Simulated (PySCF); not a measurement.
Computed IR spectrum (relative IR intensity) of a molecule C6H8. The structure is a stationary point at B3LYP-D3(BJ)/def2-SVP. One conformer was computed; it need not be the lowest. All values below come from B3LYP-D3(BJ)/def2-SVP (PySCF). Frequencies are harmonic and unscaled.

| ν (cm⁻¹) | relative intensity |
|---|---|
| 126 | 9.0 |
| 137 | 11 |
| 305 | 9.0 |
| 312 | 12 |
| 495 | 4.4 |
| 817 | 21 |
| 903 | 8.1 |
| 910 | 48 |
| 1034 | 5.9 |
| 1037 | 3.1 |
| 1049 | 22 |
| 1058 | 16 |
| 1068 | 12 |
| 1104 | 2.2 |
| 1187 | 2.9 |
| 1224 | 16 |
| 1403 | 23 |
| 1435 | 5.6 |
| 1447 | 19 |
| 1449 | 18 |
| 1487 | 2.7 |
| 2361 | 4.7 |
| 3016 | 100 |
| 3090 | 24 |
| 3093 | 21 |
| 3126 | 39 |
| 3129 | 12 |
| 3133 | 30 |
| 3231 | 26 |

Task: Which structure fits?
(A) C1=CCCC=C1
(B) CC1=CC=CC1
(C) C#C/C=C\CC
(D) CC#CC1CC1

Result: D, CC#CC1CC1
